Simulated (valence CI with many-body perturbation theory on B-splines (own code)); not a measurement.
Energy levels of Ne⁴⁺

Computed by relativistic CI+MBPT: four valence electrons over a frozen Dirac-Fock core [He], a basis of 9 s, 9 p, 8 d, 6 f, 3 g, 1 h functions for each j, with the one-electron correlation potential Σ1, the two-electron term Σ2, the three-electron term Σ3, Breit, model QED; selected CI, second order for the rest, scaled by the run's own slope (own B-spline code, finite nucleus).

Against 13 measured levels this calculation errs by 130 cm⁻¹ on average and by 310 at most. These come from a selection out of NIST levels in Podobedova, Fuhr, Reader and Wiese, J. Phys. Chem. Ref. Data 33, 525 (2004). Levels without a partner in it may be off by more. Among the levels kept, up to 300 cm⁻¹ of a level comes from second order outside the variational space, and about a tenth of that is noise between levels of different J, which matters for small intervals.

Levels 1 to 33 of 33, with energies above the lowest level, 2s²2p² ³P_0. "Leading %" is the weight of the configuration and term that name the level; weights of strongly mixed levels are sums over their largest components and can fall short, so below about 35 % the name and the second component can differ from the true leading terms, or belong to a minority configuration. Lifetimes count E1, E2, E3, M1 and M2 decay at the calculated energies, and are blank where another channel may lead or the interval is too uncertain; long ones can be off by a factor of two.

```csv
No.,Configuration,Term,J,E (cm⁻¹),Leading %,Second component,Lifetime
1,2s²2p²,³P,0,0,97,,
2,2s²2p²,³P,1,412,97,,794 s
3,2s²2p²,³P,2,1109,97,,218 s
4,2s²2p²,¹D,2,30449,97,,1.97 s
5,2s²2p²,¹S,0,64184,94,5 % 2p⁴ ¹S,
6,2s2p³,⁵S°,2,88144,100,,122 μs
7,2s2p³,³D°,3,175910,99,,885 ps
8,2s2p³,³D°,2,175980,99,,874 ps
9,2s2p³,³D°,1,176000,99,,867 ps
10,2s2p³,³P°,2,208330,99,,320 ps
11,2s2p³,³P°,1,208330,99,,319 ps
12,2s2p³,³P°,0,208360,99,,318 ps
13,2s2p³,¹D°,2,270870,98,,105 ps
14,2s2p³,³S°,1,279660,98,,46.3 ps
15,2s2p³,¹P°,1,304250,98,,60.9 ps
16,2p⁴,³P,2,412840,96,,93.4 ps
17,2p⁴,³P,1,413630,96,,93.1 ps
18,2p⁴,³P,0,413980,96,,93.0 ps
19,2p⁴,¹D,2,436840,96,,206 ps
20,2p⁴,¹S,0,500950,92,5 % 2s²2p² ¹S,85.1 ps
21,2s²2p3s,³P°,0,596100,94,,55.2 ps
22,2s²2p3s,³P°,1,596480,93,,55.1 ps
23,2s²2p3s,³P°,2,597370,94,,55.2 ps
24,2s²2p3s,¹P°,1,605130,94,,36.4 ps
25,2s²2p3p,¹P,1,635690,93,,1.79 ns
26,2s²2p3p,³D,1,640290,93,,1.53 ns
27,2s²2p3p,³D,2,640740,94,,1.53 ns
28,2s²2p3p,³D,3,641510,94,,1.52 ns
29,2s²2p3p,³S,1,646810,93,,544 ps
30,2s²2p3p,³P,0,650630,89,5 % 2s2p²3s ³P,422 ps
31,2s²2p3p,³P,1,650960,88,5 % 2s2p²3s ³P,424 ps
32,2s²2p3p,³P,2,651400,89,5 % 2s2p²3s ³P,424 ps
33,2s²2p3p,¹D,2,663340,94,,979 ps
```

The ionisation energy to 2s²2p ²P°1/2 of the next ion comes out as 126.26 eV (NIST: 126.247 eV (measured)). All 33 levels together are meant to be complete up to 677050 cm⁻¹.
